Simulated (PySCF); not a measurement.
Method: PySCF with PBE-D3(BJ)/def2-TZVP. All species are isolated molecules in the gas phase. 

Reference species (SMILES): `C(#C)SC` (neutral, multiplicity 1).

```yaml
dipole_moment: 1.61 D
```

Changed species: `C#CO` (whole molecule; the reference has whole molecule).

### Question
Give the shifts of the dipole moment.

### Answer
the dipole moment rises by 0.17 D, to 1.78 D.
